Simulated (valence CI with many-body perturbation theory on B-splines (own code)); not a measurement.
Re LIV: magnetic and hyperfine properties of the levels

Method: configuration interaction combined with many-body perturbation theory (CI+MBPT): four valence electrons over a frozen Dirac-Fock core [Ar], a basis of 7 s, 7 p, 8 d, 6 f, 4 g, 1 h functions for each j, with the one-electron correlation potential Σ1, the two-electron term Σ2, the three-electron term Σ3, Breit, model QED; selected CI, second order for the rest, scaled by the run's own slope (own B-spline code, finite nucleus).

The last digits are not significant, and no measured levels were compared; by estimate large intervals hold to a few tenths of a per cent, small ones and those within an open d or f shell to about a per cent. Excitations out of the core, of the other parity, are not computed and may begin above about 245 eV (a cautious bound); beyond it only levels of the ground parity were kept, without lifetimes. Only levels of the ground parity were solved; by the run's estimate the other parity begins above the list, which can be wrong where configurations are misplaced.

A/g_I is the dipole constant over the nuclear g factor μ/I (μ in nuclear magnetons, uniformly magnetised nucleus), B/Q the quadrupole constant per barn. Both hold the static response of the core; the bare values leave it out. Large factors of s and p1/2 electrons are usually good to 5 to 10 %; those of open d and f shells near neutrality can be off by tens of per cent, and small factors of p3/2, d and f electrons come from cancelling terms and can be off by a factor of two or in sign, in half-filled shells by more. B is blank for J = 1/2, where it vanishes, and for nearly pure S terms. Energies count from the lowest level. Levels with J = 0 are left out.

Levels are named by their leading jj configuration (3d3/2^4 stands for four electrons in 3d with j = 3/2), which in mixed levels can hold well under half, so a name can repeat and another be missing. Letters in brackets count levels of one name in rising energy.

```tsv
Level	E (eV)	g	A/g_I (MHz)	A/g_I bare	B/Q (MHz/b)	B/Q bare
(3d3/2^3 3d5/2) J=1	68.74	1.489	-7590	-5960	19800	19900
(3d3/2^3 3d5/2) J=4	80.79	1.058	66500	66800	7480	7360
(3d3/2^3 3d5/2) J=2	84.16	1.191	45100	45800	61400	62000
(3d3/2^3 3d5/2) J=3	87.57	1.109	59900	60400	49700	50200
(3d3/2^2 3d5/2^2) J=2 [a]	146.73	1.284	17500	18500	34900	35300
(3d3/2^2 3d5/2^2) J=4 [a]	149.13	1.137	53300	53800	-24900	-25200
(3d3/2^2 3d5/2^2) J=3 [a]	151.23	1.177	42500	43200	9460	9540
(3d3/2^2 3d5/2^2) J=5	154.84	1.077	60200	60600	54000	54500
(3d3/2^2 3d5/2^2) J=6	157.69	1.065	64200	64500	68200	68800
(3d3/2^2 3d5/2^2) J=1	160.32	1.061	71500	71900	9930	10000
(3d3/2^2 3d5/2^2) J=3 [b]	163.31	1.058	69000	69300	13100	13200
(3d3/2^2 3d5/2^2) J=4 [b]	163.75	1.027	68800	69000	-17300	-17400
(3d3/2^2 3d5/2^2) J=2 [b]	165.78	1.074	62400	62800	28600	28900
(3d3/2^2 3d5/2^2) J=2 [c]	178.68	0.966	84500	84500	-7660	-7770
(3d3/2^2 3d5/2^2) J=4 [c]	184.14	1.176	46800	47500	103000	104000
(3d3/2^2 3d5/2^2) J=2 [d]	197.17	1.118	59800	60300	-36800	-37200
(3d3/2 3d5/2^3) J=4 [a]	226.97	1.164	43800	44400	-57200	-57800
(3d3/2 3d5/2^3) J=3 [a]	228.40	1.197	33800	34500	3830	3940
(3d3/2 3d5/2^3) J=1 [a]	233.68	1.010	57700	57800	27800	28000
(3d3/2 3d5/2^3) J=5	234.41	1.132	52200	52700	-37300	-37800
(3d3/2 3d5/2^3) J=6	234.93	1.078	59400	59800	75700	76500
(3d3/2 3d5/2^3) J=2 [a]	243.03	1.057	67000	67300	51800	52200
(3d3/2 3d5/2^3) J=3 [b]	245.02	1.085	58900	59300	13400	13700
(3d3/2 3d5/2^3) J=3 [c]	260.50	1.053	64800	65100	84900	85700
(3d3/2 3d5/2^3) J=1 [b]	261.03	1.394	14000	15400	-44000	-44400
(3d3/2 3d5/2^3) J=4 [b]	261.03	1.045	65300	65600	74900	75700
(3d3/2 3d5/2^3) J=2 [b]	265.25	1.107	56900	57400	-108000	-109000
(3d5/2^4) J=4	314.17	1.160	43400	44000	-72100	-72800
(3d5/2^4) J=2	324.72	1.108	45400	45800	51800	52300
```

Task: Take the isotope of mass number 187, with I = 5/2, μ = 3.209 μN and Q = 1.94 b. What is the hyperfine structure of (3d3/2^2 3d5/2^2) J=4 [a]?

Result: From the table A = 68400 MHz, B = -48200 MHz. Shifts from the centre of gravity in MHz: F = 3/2: -879000, F = 5/2: -693000, F = 7/2: -440000, F = 9/2: -123000, F = 11/2: 251000, F = 13/2: 672000.
